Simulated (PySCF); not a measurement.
## Working out the ionisation energy of N⁺

N⁺ [He] 2s2 2p2 (3P) → N²⁺ [He] 2s2 2p1 (2P). Computed with PySCF 2.14 in aug-cc-pCVTZ-DK with one added diffuse shell each of s, p, d, f type (8s7p5d3f, 75 functions), with scalar relativity by spin-free X2C-1e. Frozen: nothing. Energies in hartree (1 hartree = 27.21139 eV):

```json
{"part": "UHF", "N⁺ (lower)": "-53.920107", "N²⁺ (upper)": "-52.847572"}
{"part": "MP2 opposite-spin", "N⁺ (lower)": "-0.104908", "N²⁺ (upper)": "-0.098253"}
{"part": "MP2 same-spin", "N⁺ (lower)": "-0.017705", "N²⁺ (upper)": "-0.007375"}
```

Task: What does Hartree-Fock give?

Result: (-52.847572) − (-53.920107) = 1.072535 hartree = 29.185 eV.

Task: What do MP2 and SCS-MP2 (6/5 opposite-spin, 1/3 same-spin) give?

Result: The opposite-spin parts differ by 0.181 eV and the same-spin parts by 0.281 eV. MP2: 29.185 + (0.181) + (0.281) = 29.647 eV. SCS-MP2: 29.185 + 1.2 × (0.181) + (0.281)/3 = 29.496 eV.

A first-order spin-orbit estimate adds -0.003 eV to MP2 (valence and next inner shell), giving 29.644 eV against 29.601 eV (semi-empirical (NIST evaluation); NIST Atomic Spectra Database, ionization energies).

What remains against the reference includes basis incompleteness and correlation beyond second order.
